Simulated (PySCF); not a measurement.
Start geometry of `CN[C@@H]1C=CCCCC1` from GFN2-xTB (Å):
```
atom  x, y, z in Å
C1     2.9556   -0.2125    0.5174
N2     2.2095   -0.0650   -0.7175
C3     0.7618    0.0710   -0.5796
C4     0.3336    1.3457    0.1028
C5    -0.9200    1.7576    0.1975
C6    -2.0976    0.9994   -0.3369
C7    -2.2572   -0.3830    0.3061
C8    -1.2854   -1.4281   -0.2377
C9     0.1778   -1.1699    0.1122
H10    2.7089   -1.1705    0.9725
H11    2.7677    0.5782    1.2583
H12    4.0183   -0.2125    0.2783
H13    2.5619    0.7403   -1.2271
H14    0.3753    0.0873   -1.6098
H15    1.1271    1.9532    0.5181
H16   -1.1371    2.6938    0.6945
H17   -3.0053    1.5792   -0.1602
H18   -1.9896    0.8705   -1.4186
H19   -2.1301   -0.2925    1.3872
H20   -3.2752   -0.7356    0.1206
H21   -1.5668   -2.4029    0.1695
H22   -1.3911   -1.4847   -1.3240
H23    0.7682   -2.0298   -0.2106
H24    0.2780   -1.0694    1.1945
```

Task: What comes out of this run: PySCF, PBE0-D3(BJ)/def2-SVP geometry optimisation, gas phase?

Result: 
```
atom  x, y, z in Å
C1     3.0349   -0.0870    0.6871
N2     2.3241    0.0011   -0.5662
C3     0.8762    0.1237   -0.4747
C4     0.4181    1.4149    0.1706
C5    -0.8460    1.8390    0.2697
C6    -2.0573    1.0782   -0.1935
C7    -2.1948   -0.3320    0.3849
C8    -1.2041   -1.3592   -0.1524
C9     0.2672   -1.1251    0.1714
H10    2.8251   -1.0476    1.1835
H11    2.8035    0.7154    1.4211
H12    4.1177   -0.0592    0.4947
H13    2.6882    0.7735   -1.1177
H14    0.5117    0.1342   -1.5210
H15    1.2113    2.0672    0.5548
H16   -1.0218    2.8193    0.7265
H17   -2.9597    1.6557    0.0590
H18   -2.0492    1.0075   -1.2990
H19   -2.1125   -0.2776    1.4846
H20   -3.2135   -0.6959    0.1697
H21   -1.4880   -2.3505    0.2382
H22   -1.3204   -1.4268   -1.2501
H23    0.8515   -1.9846   -0.1963
H24    0.4033   -1.0851    1.2656
```

The energy falls by 1.7 kcal/mol over 7 energy and gradient evaluations, the largest force component goes from 0.0126 to 1.5e-04 Eh/bohr, and the atoms move by 0.078 Å rms after alignment. Among the bonds, C4=C5, C4–H15, C5–H16, C6–H18 and C8–H22 change most and about equally (+0.013 to +0.014 Å). Bonds longer at the end by more than 0.005 Å: 16 of 24; shorter: 1. Among the angles that change most is C7–C8–C9, from 114.4° to 116.7°. Rotational constants go from 2885, 1164, 928.8 to 2851, 1147, 912.4 MHz. The orientation of the end geometry is arbitrary; only internal coordinates are fixed.

The run used 201 basis functions and 43 SCF cycles in all. On one thread, x86-64 server, no GPU, shared host, this took 2.4 min wall.

No frequency check. One conformer, not necessarily the lowest.
